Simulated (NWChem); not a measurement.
System: VH₂O₃Cl; SMILES [O]=[V]([OH])([OH])[Cl]

Excerpt of the output:

```
             Northwest Computational Chemistry Package (NWChem) 7.3.0
             --------------------------------------------------------

 CS  symmetry detected

                             Geometry "geometry" -> ""
                             -------------------------

 Output coordinates in angstroms (scale by  1.889725989 to convert to a.u.)

  No.       Tag          Charge          X              Y              Z
 ---- ---------------- ---------- -------------- -------------- --------------
    1 V                   23.0000     0.03993976     0.32375584     0.00000000
    2 O                    8.0000     1.53743094     0.74292627     0.00000000
    3 Cl                  17.0000    -0.06562336    -1.86399924     0.00000000
    4 O                    8.0000    -0.73144495     0.96808548    -1.43420100
    5 H                    1.0000    -0.19967281     1.40441250    -2.12058900
    6 O                    8.0000    -0.73144495     0.96808548     1.43420100
    7 H                    1.0000    -0.19967281     1.40441250     2.12058900

 Effective nuclear repulsion energy (a.u.)     402.0898709609

      Symmetry information
      --------------------

 Group name             Cs
 Group number              2
 Group order               2
 No. of unique centers     5

  pbe96 is a nonlocal functional; adding pw91lda local functional.

                                 NWChem DFT Module
                                 -----------------

 Summary of "ao basis" -> "ao basis" (spherical)
 ------------------------------------------------------------------------------
       Tag                 Description            Shells   Functions and Types
 ---------------- ------------------------------  ------  ---------------------
 V                          def2-svp                11       31   5s3p2d1f
 O                          def2-svp                 6       14   3s2p1d
 Cl                         def2-svp                 8       18   4s3p1d
 H                          def2-svp                 3        5   2s1p

      Symmetry analysis of basis
      --------------------------

        a'         63
        a"         38

            General Information
            -------------------
          SCF calculation type: DFT
          Wavefunction type:  closed shell.
          No. of atoms     :     7
          No. of electrons :    66
           Alpha electrons :    33
            Beta electrons :    33
          Charge           :     0
          Spin multiplicity:     1
          Use of symmetry is: on ; symmetry adaption is: on
          Maximum number of iterations: 150
          AO basis - number of functions:   101
                     number of shells:    43
          Convergence on energy requested:  1.00D-06
          Convergence on density requested:  1.00D-05
          Convergence on gradient requested:  5.00D-04

              XC Information
              --------------
          PerdewBurkeErnzerhof Exchange Functional  1.000
            Perdew 1991 LDA Correlation Functional  1.000 local
           PerdewBurkeErnz. Correlation Functional  1.000 non-local

             Grid Information
             ----------------
          Grid used for XC integration:  fine
          Radial quadrature: Mura-Knowles
          Angular quadrature: Lebedev.
          Tag              B.-S. Rad. Rad. Pts. Rad. Cut. Ang. Pts.
          ---              ---------- --------- --------- ---------
          V                   1.35      140          10.0       974
          O                   0.60       70          10.0       590
          Cl                  1.00      123          11.0       770
          H                   0.35       60          11.0       590
          Grid pruning is: on
          Number of quadrature shells:   463
          Spatial weights used:  Erf1

      Superposition of Atomic Density Guess
      -------------------------------------

 Sum of atomic energies:       -1627.07791000

      Non-variational initial energy
      ------------------------------

 Total energy =   -1627.290597
 1-e energy   =   -3039.464121
 2-e energy   =    1010.083653
 HOMO         =      -0.455120
 LUMO         =      -0.016367

      Symmetry analysis of molecular orbitals - initial
      -------------------------------------------------

  Numbering of irreducible representations:

     1 a'          2 a"

  Orbital symmetries:

     1 a'          2 a'          3 a'          4 a'          5 a'
     6 a"          7 a'          8 a"          9 a'         10 a'
    11 a'         12 a"         13 a'         14 a'         15 a'
    16 a"         17 a'         18 a'         19 a"         20 a'
    21 a'         22 a'         23 a"         24 a'         25 a"
    26 a'         27 a'         28 a"         29 a'         30 a"
    31 a'         32 a"         33 a'         34 a'         35 a"
    36 a'         37 a'         38 a"         39 a'         40 a"
    41 a'         42 a'         43 a'

     ---------------------------------------------
      Total Density - Mulliken Population Analysis
     ---------------------------------------------

[...]

                         DFT ENERGY GRADIENTS

    atom               coordinates                        gradient
                 x          y          z           x          y          z
   1 V       0.075475   0.611810   0.000000    0.009916   0.010544   0.000000
   2 O       2.905323   1.403927   0.000000   -0.014671  -0.004314   0.000000
   3 Cl     -0.124010  -3.522448   0.000000   -0.000195  -0.001198   0.000000
   4 O      -1.382231   1.829416  -2.710247    0.005028  -0.000274   0.000912
   5 H      -0.377327   2.653955  -4.007332   -0.002553  -0.002242   0.003865
   6 O      -1.382231   1.829416   2.710247    0.005028  -0.000274  -0.000912
   7 H      -0.377327   2.653955   4.007332   -0.002553  -0.002242  -0.003865
```

Level: PBE/def2-SVP. Coordinates come from a B3LYP/6-31G* (spherical d) optimisation.

Task: Which NWChem input produces such a log?

Result: This is not unique; one that fits is the input that was run:
```
start job
memory heap 200 mb stack 900 mb global 1100 mb
geometry units angstroms noautoz
  V     -0.078069    -0.259715     0.000000
  O      1.365470    -0.837970     0.000000
  Cl     0.052971     1.926662     0.000000
  O     -0.914455    -0.817078    -1.434201
  H     -0.432851    -1.308220    -2.120589
  O     -0.914455    -0.817078     1.434201
  H     -0.432851    -1.308220     2.120589
end
basis spherical
  * library def2-svp
end
dft
  xc xpbe96 cpbe96
  grid fine
  iterations 150
  mulliken
end
task dft gradient
```
